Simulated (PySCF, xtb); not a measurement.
AlGeH5O2S, SMILES [OH][Al]([OH])[S][GeH3]. The values are those of a single conformer.

Harmonic wavenumbers (cm⁻¹) from GFN2-xTB (xtb 6.7.1) at its own minimum, in rising order: 45, 82, 147, 171, 185, 222, 304, 391, 397, 398, 432, 467, 494, 537, 750, 783, 832, 836, 959, 1909, 2001, 2001, 3735, 3798.

### Question
What does B3LYP-D3(BJ)/def2-SVP in PySCF give at its own minimum? (Estimate from the structure and the level; the computed values follow.)

### Answer
34, 82, 124, 179, 223, 243, 304, 322, 389, 459, 550, 569, 571, 589, 809, 853, 876, 877, 952, 2136, 2146, 2151, 3928, 3931. Paired by order, the mean absolute difference is 69 cm⁻¹ and the zero-point energies are 31.3 and 33.3 kcal/mol.
